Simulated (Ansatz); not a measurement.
The first iterations of a band of Cl2FGeH + H4Si (10 atoms, charge 0, multiplicity 1).

These are results of RKS PBE0-D4/def2-SVP (Ansatz 0.2.0), not measurements.

```json
{"movable images": "5", "climbing image": "yes", "spring": "5.0 eV/Å²", "optimiser": "quadratic models (default)", "start path": "through a guess of the saddle point", "force threshold": "0.05 eV/Å", "iteration limit": "60", "end points": "relaxed"}
```

Image 0:

```xyz
10
Properties=species:S:1:pos:R:3
Ge -0.317 -0.658 -0.102
Cl -0.637 -1.139 1.945
Cl 1.767 -0.728 -0.532
F -0.825 0.978 -0.322
H -1.122 -1.556 -1.035
Si 1.747 2.765 1.324
H 3.185 2.842 1.722
H 1.650 2.632 -0.157
H 1.049 4.009 1.764
H 1.121 1.588 1.995
```

Image 6:

```xyz
10
Properties=species:S:1:pos:R:3
Ge 0.213 0.576 -0.301
Cl 0.499 -0.024 3.093
Cl 1.601 -1.102 -0.049
F 0.196 0.837 -2.023
H -1.180 0.036 0.046
Si 1.145 2.506 0.757
H 2.418 2.109 1.422
H 1.409 3.498 -0.328
H 0.159 3.055 1.732
H 1.159 -0.758 2.251
```

| iteration | highest image above the first end (eV) | largest band force component (eV/Å) |
| --- | --- | --- |
| 1 | 5.487 | 14.272 |
| 2 | 3.323 | 5.602 |
| 3 | 2.398 | 2.653 |
| 4 | 1.694 | 0.853 |
| 5 | 1.614 | 0.729 |
| 6 | 1.645 | 1.427 |
| 7 | 1.670 | 0.965 |
| 8 | 2.050 | 1.393 |
| 9 | 2.445 | 1.174 |
| 10 | 2.402 | 0.896 |

Task: Does the band converge within its limit, and where does its top end?

Result: The run converged. It ended after 30 iterations with the highest image 2.216 eV above the first end. Neighbouring images differ by up to 2.1 eV, so the band resolves the path poorly. A vibrational analysis at the climbing image gives one clearly imaginary mode, 943i cm⁻¹: a first-order saddle point. The orbitals stay closed-shell, which can raise the energy where a bond breaks towards radicals; this wasn't checked here.

The run took 6.2 min on 4 threads of Arm Neoverse V1, on a shared host, peak memory 0.37 GiB.
